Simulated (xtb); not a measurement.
F2H6Si3, SMILES F[SiH](F)[SiH2][SiH3]. All values are semi-empirical tight-binding results from xtb (GFN2-xTB unless named), good for trends rather than for accurate numbers. Coordinates come from a GFN2-xTB optimisation. This is a generated structure with no PubChem entry under its InChIKey; it may be hypothetical. The values are those of a single conformer.

| Item | Value |
|---|---|
| point group as xtb finds it | Cs |
| orbital gap | 3.89 eV |
| dipole moment | 2.50 D |
| zero-point energy | 33.7 kcal/mol |
| G − E(el) at 298.15 K (modified RRHO) | 11.7 kcal/mol |
| static polarisability (D4 model) | 92.0 bohr³ |
| solvation energy, GFN2-xTB/ALPB(water) | -0.7 kcal/mol |
| solvation energy, GFN2-xTB/ALPB(acetonitrile) | -1.9 kcal/mol |
